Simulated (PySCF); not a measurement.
F4H2OSi, neutral, multiplicity 1. Atoms are numbered in the order given.

```xyz
8

Si    -0.2638     0.0115     0.0000
F     -0.1087     1.6004     0.0000
F      0.0901    -0.7547     1.3725
F      0.0901    -0.7547    -1.3725
F     -1.8642    -0.1453     0.0000
O      1.9160     0.1273     0.0000
H      2.2498    -0.3459     0.7735
H      2.2498    -0.3459    -0.7735
```

Geometry: PBE0-D3(BJ)/def2-SVP. Other conformers were not sampled.

Calculation: TDA-PBE/def2-SVPD (PySCF 2.14.0).

Vertical excitations. The molecule is in vacuum. State labels are in the subgroup Cs.

Computed excitation energies, oscillator strengths and character:
```tsv
state	symmetry	energy (eV)	λ (nm)	f	main pairs
S1	A'	7.78	159	0.063	HOMO→LUMO 95 %
S2	A'	8.04	154	0.036	HOMO−1→LUMO 95 %
S3	A"	8.05	154	0.001	HOMO−2→LUMO 100 %
S4	A"	8.74	142	0.000	HOMO−3→LUMO 100 %
S5	A'	8.87	140	0.068	HOMO−4→LUMO 99 %
S6	A'	9.25	134	0.008	HOMO→LUMO+1 97 %
S7	A"	9.53	130	0.004	HOMO−5→LUMO 76 %, HOMO−7→LUMO 16 %
S8	A'	9.56	130	0.005	HOMO−6→LUMO 83 %, HOMO−1→LUMO+1 16 %
S9	A"	9.57	130	0.022	HOMO−7→LUMO 80 %
S10	A"	9.63	129	0.001	HOMO→LUMO+2 94 %
T1	A'	7.41	167	0	HOMO→LUMO 99 %
T2	A'	7.94	156	0	HOMO−1→LUMO 99 %
T3	A"	7.99	155	0	HOMO−2→LUMO 100 %
T4	A"	8.65	143	0	HOMO−3→LUMO 100 %
```
Triplets are in the Tamm–Dancoff approximation.
